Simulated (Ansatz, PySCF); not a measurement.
## Er(P5)I2 in two programs

Er(P5)I2 (singlet in the valence; each metal's 4f electrons, 11 of them, lie in its core potential, out of spins and levels), relaxed with PySCF 2.14.0, RKS r2SCAN, Er lcecp-1-SVP with ECP57, P def2-SVP, I def2-SVP with ECP28; non-relativistic Hamiltonian with scalar-relativistic core potentials where named; density fitting; no spin-orbit coupling:

```xyz
8

Er   -0.0111    0.0000    0.0040
P     1.8301    0.0000    2.4651
P     0.5618    1.7187    2.4693
P    -1.4704    1.0681    2.4777
P    -1.4704   -1.0681    2.4777
P     0.5618   -1.7187    2.4693
I     2.3676    0.0000   -1.5084
I    -2.3694    0.0000   -1.5388
```

There the HOMO–LUMO gap is 2.05 eV. The 4f levels lie in the core potential and are missing.

The same geometry by Ansatz 0.2.0 (PBE, PAW with the 4f shell of lanthanides and the 5f shell of actinides in the valence, a periodic box with 9 Å of vacuum; gaps over both spins; site moments in spheres, but by Gaussian weights under spin-orbit coupling, so that the two can't be compared; unpaired electrons at the start: 3, along z under spin-orbit coupling; the open shells may stand above their lowest state):

```
spin-orbit coupling  U on f (eV)  gap (eV)  spin moment on Er1 (μB)  orbital moment of its f shell (μB)  largest force component (eV/Å)
            without            0      0.30                     2.69                                   –                            0.39
```

Task: What does the run without spin-orbit coupling and with U = 5 eV give?

Result: gap (eV): 0.74, spin moment on Er1 (μB): 2.94, largest force component (eV/Å): 0.36. It took 2.1 min on 4 threads of Intel(R) Xeon(R) Platinum 8488C (Sapphire Rapids), on a shared host, peak memory 1.8 GiB.

Semilocal functionals tend to give orbital moments well under those of Hund's rules.

Without U the plane-wave gap ends on 4f levels, which the Gaussian run lacks; U moves filled and empty 4f levels apart, though the lowest empty ones can remain 4f.

The spin-orbit runs use fully relativistic datasets of their own, so changes of a few hundredths of an eV needn't come from the coupling.

No frequency check is given that shows the relaxed geometry to be a minimum. An lcecp potential fixes the number of 4f electrons, so in runs with it no electron can move into or out of that shell.
